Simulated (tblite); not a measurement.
Species: CH5B2FS2.
Atom-mapped SMILES: `[BH2:1][S:2][BH:3][S:4][CH2:5][F:6]` (hydrogens: H7, H8 on B1; H9 on B3; H10, H11 on C5)

Computed with GFN2-xTB (tblite), gas phase: L-BFGS steps from a force-field or distance-geometry start until the largest atomic force falls under 0.01 eV/Å.

At the end of the run (lengths in Å): B3–S4 1.768, B1–S2 1.764, S2–B3 1.808, C5–F6 1.356, C5–H11 1.092, S4–C5 1.835, B3–H9 1.166, S2–B3–S4 123.2°, B3–S4–C5 105.1°, B1–S2–B3 104.9°, S4–C5–F6 110.7°, B1–S2–B3–S4 180°, S2–B3–S4–C5 5°, B3–S4–C5–F6 82°, H9–B3–S4–C5 -177°, H9–B3–S2–B1 2°.

Question: These geometries were met on the way; a selection of coordinates is given. Order them by energy above the end point, lowest first.
A. B3–S4 1.897, B1–S2 1.907, S2–B3 1.897, C5–F6 1.390, C5–H11 1.122, S4–C5 1.810, B3–H9 1.192, S2–B3–S4 120.0°, B3–S4–C5 105.5°, B1–S2–B3 104.3°, S4–C5–F6 105.7°, B1–S2–B3–S4 163°, S2–B3–S4–C5 71°, B3–S4–C5–F6 57°, H9–B3–S4–C5 -72°, H9–B3–S2–B1 -54°
B. B3–S4 1.830, B1–S2 1.788, S2–B3 1.809, C5–F6 1.364, C5–H11 1.098, S4–C5 1.842, B3–H9 1.157, S2–B3–S4 131.1°, B3–S4–C5 105.6°, B1–S2–B3 98.9°, S4–C5–F6 109.7°, B1–S2–B3–S4 -159°, S2–B3–S4–C5 19°, B3–S4–C5–F6 98°, H9–B3–S4–C5 -156°, H9–B3–S2–B1 15°
C. B3–S4 1.829, B1–S2 1.774, S2–B3 1.804, C5–F6 1.364, C5–H11 1.093, S4–C5 1.827, B3–H9 1.168, S2–B3–S4 124.8°, B3–S4–C5 102.1°, B1–S2–B3 100.7°, S4–C5–F6 108.3°, B1–S2–B3–S4 164°, S2–B3–S4–C5 74°, B3–S4–C5–F6 73°, H9–B3–S4–C5 -114°, H9–B3–S2–B1 -7°
D. B3–S4 1.913, B1–S2 1.766, S2–B3 1.777, C5–F6 1.334, C5–H11 1.068, S4–C5 1.865, B3–H9 1.159, S2–B3–S4 124.2°, B3–S4–C5 97.7°, B1–S2–B3 108.9°, S4–C5–F6 109.4°, B1–S2–B3–S4 152°, S2–B3–S4–C5 82°, B3–S4–C5–F6 61°, H9–B3–S4–C5 -85°, H9–B3–S2–B1 -41°
E. B3–S4 1.758, B1–S2 1.761, S2–B3 1.811, C5–F6 1.364, C5–H11 1.090, S4–C5 1.833, B3–H9 1.179, S2–B3–S4 128.3°, B3–S4–C5 107.8°, B1–S2–B3 101.2°, S4–C5–F6 111.2°, B1–S2–B3–S4 -157°, S2–B3–S4–C5 10°, B3–S4–C5–F6 100°, H9–B3–S4–C5 -166°, H9–B3–S2–B1 18°

Answer: E (0.124 eV), B (0.247 eV), C (0.559 eV), D (0.908 eV), A (1.517 eV).

```json
{"step": "33", "E above end (eV)": "0.124", "rms distance from the end, all atoms (Å)": "0.287", "largest force (eV/Å)": "0.542", "rms shift of all bonds from the end (Å)": "0.007"}
{"step": "30", "E above end (eV)": "0.247", "rms distance from the end, all atoms (Å)": "0.336", "largest force (eV/Å)": "1.023", "rms shift of all bonds from the end (Å)": "0.022"}
{"step": "23", "E above end (eV)": "0.559", "rms distance from the end, all atoms (Å)": "0.602", "largest force (eV/Å)": "0.307", "rms shift of all bonds from the end (Å)": "0.020"}
{"step": "2", "E above end (eV)": "0.908", "rms distance from the end, all atoms (Å)": "0.752", "largest force (eV/Å)": "1.279", "rms shift of all bonds from the end (Å)": "0.050"}
{"step": "0", "E above end (eV)": "1.517", "rms distance from the end, all atoms (Å)": "0.765", "largest force (eV/Å)": "2.400", "rms shift of all bonds from the end (Å)": "0.070"}
```

Rows stand in the order of the answer.
